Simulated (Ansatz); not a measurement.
`C[SiH2][NH][GeH3]` → `[NH2][GeH3]` + `C[SiH]`  (silylene formation by 1,1-elimination)

Computed with Ansatz on PBE0-D4/def2-TZVP structures; ΔE is electronic, products minus reactants. CBS: MP2 limit from def2 TZ/QZ plus the TZ coupled-cluster correction, frozen cores. This one scheme is used for every species. DFT in def2-TZVPP. B3LYP here is the variant with VWN-RPA as its local correlation; programs differ in this. HSE06 is defined as in plane-wave codes. For Ge outer-core shells are correlated without core-valence functions, which leaves a few kJ/mol of doubt a bond. Scalar relativity is left out up to krypton. One conformer a species, not always the lowest.

Q: Is it downhill or uphill in electronic energy at CCSD(T)/CBS, and by how much? (An estimate is asked.)

A: Computed: Uphill: ΔE = +295.7 kJ/mol.

Q: What do these levels give: LDA (SPW92), B3LYP-D4, r2SCAN0-D4, HSE06-D4, PBE, BLYP, r2SCAN, HSE06, CAM-B3LYP, HF/def2-SVP, HF/def2-TZVPP, MP2/def2-QZVPP? (An estimate is asked.)

A: Ansatz gave: LDA (SPW92) 312.0, B3LYP-D4 289.0, r2SCAN0-D4 313.8, HSE06-D4 298.8, PBE 275.1, BLYP 254.7, r2SCAN 305.8, HSE06 290.3, CAM-B3LYP 290.0, HF/def2-SVP 280.4, HF/def2-TZVPP 285.8, MP2/def2-QZVPP 314.3 kJ/mol.

Largest T1 diagnostic among the species: 0.012.

From r2SCAN to r2SCAN0 (25 % exact exchange), in def2-TZVPP and without D4, ΔE moves by +4.6 kJ/mol. Leaving LDA and LC-ωPBE aside and taking each functional with its dispersion term where it has one, the values, not all of them listed here, spread over 38.8 kJ/mol, from BLYP-D4 to r2SCAN0-D4. LDA lies +37.0 kJ/mol from PBE without D4.
